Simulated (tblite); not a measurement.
Computed with GFN2-xTB (tblite): harmonic, unscaled wavenumbers at the GFN2-xTB geometry, gas phase. This tight-binding method is rough: wavenumbers can miss measured ones by several per cent, in bad cases by 10 to 20. Modes of hydrogen on phosphorus and silicon can be 10 to 20 % off. One conformer each. Thermal functions are those of the rigid rotor and harmonic oscillator, without mixing of conformers.

**Question.** Order these by their heat capacity Cp at 500 K, highest first (cal/(mol K)).
A. `O=C/C([SiH3])=C\C(F)(F)CF`
B. `Fc1ccccc1P[SiH3]`
C. `CCO[C@@H](OCF)C(F)(F)F`
D. `C1(CC)OCCCC=1`
E. `Cc1c([SiH3])cp(CO)c1`

**Answer.** E (65.0), C (62.1), A (60.5), B (57.6), D (53.5).

| SMILES | atoms | mass (u) | symmetry number | modes under 300 cm⁻¹ | ZPE (kcal/mol) | S translation (cal/(mol K)) | S rotation | S vibration | S | Cp |
| --- | --- | --- | --- | --- | --- | --- | --- | --- | --- | --- |
| Cc1cp(CO)cc1[SiH3] | 20 | 158.03 | 1 | 8 | 92.1 | 43.7 | 31.6 | 59.3 | 134.6 | 65.0 |
| CCO[C@@H](OCF)C(F)(F)F | 19 | 176.05 | 1 | 10 | 83.5 | 44.0 | 32.2 | 64.8 | 141.0 | 62.1 |
| O=C/C([SiH3])=C\C(F)(F)CF | 17 | 168.02 | 1 | 10 | 65.7 | 43.9 | 32.0 | 61.6 | 137.4 | 60.5 |
| Fc1ccccc1P[SiH3] | 17 | 158.01 | 1 | 6 | 70.9 | 43.7 | 31.5 | 50.4 | 125.6 | 57.6 |
| CCC1=CCCCO1 | 20 | 112.09 | 1 | 5 | 110.0 | 42.7 | 29.7 | 38.8 | 111.2 | 53.5 |

Entropies and Cp are for 500 K and 1 bar.
